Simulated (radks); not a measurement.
Species: Ho IV. Configuration: [Xe] 4f10. Calculated with a radial shooting solver on a logarithmic mesh with Libxc functionals: scalar-relativistic Kohn-Sham, PBEsol, spin-unpolarised, spherical densities, finite nucleus; Fermi nuclear charge, rms radius 5.2022 fm.

Local quantities along the radius. ELF = 1/(1 + alpha^2) is the electron localisation function; alpha = (tau - tau_W)/tau_unif compares the Pauli kinetic energy density with that of the uniform gas. tau is taken from the large components.

```
   r/bohr * ELF (the largest magnitude, 0.999, reaches the edge; | marks zero)
 0.001004 |                                                      *
 0.001169 |                                                      *
 0.001361 |                                                      *
 0.001584 |                                                      *
  0.00183 |                                                      *
  0.00213 |                                                      *
  0.00248 |                                                      *
 0.002887 |                                                      *
 0.003334 |                                                      *
 0.003882 |                                                      *
 0.004519 |                                                      *
 0.005219 |                                                      *
 0.006075 |                                                      *
 0.007073 |                                                      *
 0.008234 |                                                      *
 0.009509 |                                                     *
  0.01107 |                                                    *
  0.01289 |                                                   *
    0.015 |                                                *
  0.01733 |                                          *
  0.02017 |                                  *
  0.02348 |                        *
  0.02734 |                  *
  0.03157 |                 *
  0.03675 |                     *
  0.04279 |                            *
  0.04941 |                                   *
  0.05753 |                                       *
  0.06697 |                                        *
  0.07796 |                                   *
  0.09004 |                           *
   0.1048 |                   *
    0.122 |                  *
   0.1421 |                         *
   0.1641 |                                  *
    0.191 |                                       *
   0.2223 |                                      *
   0.2568 |                            *
   0.2989 |               *
    0.348 |             *
   0.4051 |                         *
   0.4679 |                                    *
   0.5447 |                                      *
   0.6341 |                                  *
   0.7382 |                          *
   0.8526 |                  *
   0.9925 |                  *
    1.155 |                        *
    1.345 |                               *
    1.553 |                                  *
    1.808 |                               *
    2.105 |                      *
    2.431 |           *
    2.831 |  *
    3.295 |*
    3.836 *
     4.43 *
    5.158 *
```

On this mesh the ELF has minima near r = 0.032, 0.12, 0.35, 0.99 bohr, which separate the shells, and maxima near 0.067 (0.74), 0.19 (0.73), 0.54 (0.72), 1.6 (0.63).
